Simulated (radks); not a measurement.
Tb II, 64 electrons, occupied as [Xe] 4f9 6p1 (not the ground configuration).

Method: scalar-relativistic Kohn-Sham, r2SCAN, spin-unpolarised, spherical densities, finite nucleus; meta-GGA in the generalised Kohn-Sham scheme; Fermi nuclear charge, rms radius 5.06 fm; computed with a radial shooting solver on a logarithmic mesh with Libxc functionals.

Energy parts (eV):
part                      energy
total                 -318614.31
kinetic                342891.09
electron-nucleus      -778122.38
Hartree                123586.64
exchange-correlation    -6969.66

Orbitals (lengths in bohr, moments of r in powers of bohr; <r^-3> diverges for s and p1/2; r(90%) holds 90 % of the orbital's charge):
orbital  occ.  eigenvalue (eV)  r(90%)      <r^2>  <r^-3>      <r^4>
1s          2        -51937.11  0.0389  0.0006318       -  1.065e-06
2s          2        -8638.073   0.142   0.009886       -  0.0001682
2p          6        -7673.304   0.132   0.007990   12100  0.0001264
3s          2        -1930.080   0.350    0.06528       -   0.006436
3p          6        -1631.002   0.356    0.06557    2567   0.006773
3d         10        -1241.259   0.337    0.05508   343.5   0.005401
4s          2        -392.5913   0.778     0.3311       -     0.1594
4p          6        -293.6538   0.834     0.3743   567.3     0.2097
4d         10        -157.3018   0.938     0.4523   63.70     0.3350
5s          2         -56.7077    1.92      1.991       -      5.899
5p          6         -33.4814    2.29      2.761   72.26      11.89
4f          9         -10.4880    1.57      1.102   8.243      4.212
6p          1          -5.9318    7.07      26.93   5.230       1063

The highest occupied level is 6p at -5.932 eV. Summed over all electrons, <r^2> = 65.97 bohr^2, which gives a Langevin (diamagnetic) susceptibility term of -52.2 x 10^-6 cm^3/mol. The density falls to 0.001 e/bohr^3 at r = 4.67 bohr.
